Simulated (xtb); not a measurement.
Input for xtb: GFN1-xTB on SiCl+, 2S+1 = 1, a spin state set in the input, which need not be the lowest, a point of a bond scan (R = 1.963 Å). Charge +1.

```
$ xtb mol.xyz --gfn 1 --sp --chrg 1 --uhf 0
2

Si     0.00000000     0.00000000     0.00000000
Cl     0.00000000     0.00000000     1.96269900
```

The log:

```
[...]
           -------------------------------------------------
          |                Calculation Setup                |
           -------------------------------------------------



           -------------------------------------------------
          |                 G F N 1 - x T B                 |
           -------------------------------------------------

        Reference                      10.1021/acs.jctc.7b00118
      * Hamiltonian:
        H0-scaling (s, p, d)           1.850000    2.250000    2.000000
        zeta-weighting                 0.000000
      * Dispersion:
        s8                             2.400000
        a1                             0.630000
        a2                             5.000000
        s9                             0.000000
      * Repulsion:
        kExp                           1.500000
        rExp                           1.000000
      * Coulomb:
        alpha                          2.000000
        third order                    atomic
        anisotropic                    false
      * Halogen bond correction:
        rad-scale                      1.300000
        damping                        0.440000


          ...................................................
          :                      SETUP                      :
          :.................................................:
          :  # basis functions                  20          :
          :  # atomic orbitals                  18          :
          :  # shells                            6          :
          :  # electrons                        10          :
          :  # halogen bonds                     0          :
          :  max. iterations                   250          :
          :  Hamiltonian                  GFN1-xTB          :
          :  restarted?                      false          :
          :  GBSA solvation                  false          :
          :  PC potential                    false          :
          :  electronic temp.          300.0000000     K    :
          :  accuracy                    1.0000000          :
          :  -> integral cutoff          0.2500000E+02      :
          :  -> integral neglect         0.1000000E-07      :
          :  -> SCF convergence          0.1000000E-05 Eh   :
          :  -> wf. convergence          0.2000000E-04 e    :
          :  Broyden damping             0.4000000          :
          :  net charge                          1          :
          :  unpaired electrons                  0          :
          ...................................................

 iter      E             dE          RMSdq      gap      omega  full diag
   1     -5.6150529 -0.561505E+01  0.840E+00    3.89       0.0  T
   2     -5.6596030 -0.445501E-01  0.555E+00    4.97       1.0  T
   3     -5.6742950 -0.146920E-01  0.207E+00    4.19       1.0  T
   4     -5.6765836 -0.228861E-02  0.141E-01    4.19       1.0  T
   5     -5.6765749  0.862289E-05  0.113E-01    4.21       1.0  T
   6     -5.6766025 -0.275699E-04  0.150E-02    4.20       4.7  T
   7     -5.6766026 -0.352037E-07  0.206E-03    4.20      34.3  T
   8     -5.6766025  0.807809E-09  0.117E-03    4.20      60.3  T
   9     -5.6766026 -0.154004E-08  0.688E-06    4.20   10277.2  T
  10     -5.6766026 -0.524025E-13  0.182E-06    4.20   38894.7  T

   *** convergence criteria satisfied after 10 iterations ***

         #    Occupation            Energy/Eh            Energy/eV
      -------------------------------------------------------------
         1        2.0000           -1.1559291             -31.4544
         2        2.0000           -0.8159111             -22.2021
         3        2.0000           -0.6960263             -18.9398
         4        2.0000           -0.6960263             -18.9398
         5        2.0000           -0.6601635             -17.9640 (HOMO)
         6                         -0.5058727             -13.7655 (LUMO)
         7                         -0.5058727             -13.7655
         8                         -0.4230844             -11.5127
         9                         -0.3635731              -9.8933
        10                         -0.3635731              -9.8933
       ...                                ...                  ...
        18                          0.5430571              14.7773
      -------------------------------------------------------------
                  HL-Gap            0.1542908 Eh            4.1985 eV
             Fermi-level           -0.5830181 Eh          -15.8647 eV

 SCC (total)                   0 d,  0 h,  0 min,  0.005 sec
 SCC setup                      ...        0 min,  0.000 sec (  3.760%)
 Dispersion                     ...        0 min,  0.000 sec (  1.794%)
 classical contributions        ...        0 min,  0.000 sec (  1.105%)
 integral evaluation            ...        0 min,  0.001 sec ( 25.611%)
 iterations                     ...        0 min,  0.002 sec ( 41.058%)
 molecular gradient             ...        0 min,  0.001 sec ( 19.961%)
 printout                       ...        0 min,  0.000 sec (  6.163%)

         :::::::::::::::::::::::::::::::::::::::::::::::::::::
         ::                     SUMMARY                     ::
         :::::::::::::::::::::::::::::::::::::::::::::::::::::
         :: total energy              -5.656644230083 Eh    ::
         :: gradient norm              0.002259022852 Eh/a0 ::
         :: HOMO-LUMO gap              4.198465277242 eV    ::
         ::.................................................::
         :: SCC energy                -5.676602551119 Eh    ::
         :: -> electrostatic           0.101918940752 Eh    ::
         :: repulsion energy           0.020399568400 Eh    ::
         :: dispersion energy         -0.000441247364 Eh    ::
         :: halogen bond corr.         0.000000000000 Eh    ::
         :: add. restraining           0.000000000000 Eh    ::
         :: total charge               1.000000000000 e     ::
         :::::::::::::::::::::::::::::::::::::::::::::::::::::

           -------------------------------------------------
          |                Property Printout                |
           -------------------------------------------------

    * Orbital Energies and Occupations

         #    Occupation            Energy/Eh            Energy/eV
      -------------------------------------------------------------
         1        2.0000           -1.1559291             -31.4544
         2        2.0000           -0.8159111             -22.2021
         3        2.0000           -0.6960263             -18.9398
         4        2.0000           -0.6960263             -18.9398
         5        2.0000           -0.6601635             -17.9640 (HOMO)
         6                         -0.5058727             -13.7655 (LUMO)
         7                         -0.5058727             -13.7655
         8                         -0.4230844             -11.5127
         9                         -0.3635731              -9.8933
        10                         -0.3635731              -9.8933
        11                         -0.3044159              -8.2836
        12                         -0.3044159              -8.2836
        13                         -0.2771110              -7.5406
        14                         -0.2771110              -7.5406
        15                         -0.2658206              -7.2333
        16                         -0.1402247              -3.8157
       ...                                ...                  ...
        18                          0.5430571              14.7773
      -------------------------------------------------------------
                  HL-Gap            0.1542908 Eh            4.1985 eV
Note: The following floating-point exceptions are signalling: IEEE_DENORMAL
normal termination of xtb
             Fermi-level           -0.5830181 Eh          -15.8647 eV

  Mulliken/CM5 charges         n(s)   n(p)   n(d)
     1Si    0.77166  0.71801   1.869  0.868  0.492
     2Cl    0.22834  0.28199   1.867  4.911 -0.006

Wiberg/Mayer (AO) data.
largest (>0.10) Wiberg bond orders for each atom

 ---------------------------------------------------------------------------
     #   Z sym  total        # sym  WBO       # sym  WBO       # sym  WBO
 ---------------------------------------------------------------------------
     1  14 Si   1.982 --     2 Cl   1.982
     2  17 Cl   1.982 --     1 Si   1.982
 ---------------------------------------------------------------------------

Topologies differ in total number of bonds
Writing topology from bond orders to xtbtopo.mol

 dipole moment from electron density (au)
     X       Y       Z
   0.0000  -0.0000  -0.0068  total (Debye):    0.017


           -------------------------------------------------
          | TOTAL ENERGY               -5.656644230083 Eh   |
          | GRADIENT NORM               0.002259022852 Eh/α |
          | HOMO-LUMO GAP               4.198465277242 eV   |
           -------------------------------------------------

------------------------------------------------------------------------
------------------------------------------------------------------------
 total:
 SCF:
```

The run finished.

Cost: roughly 0.06 core-seconds.
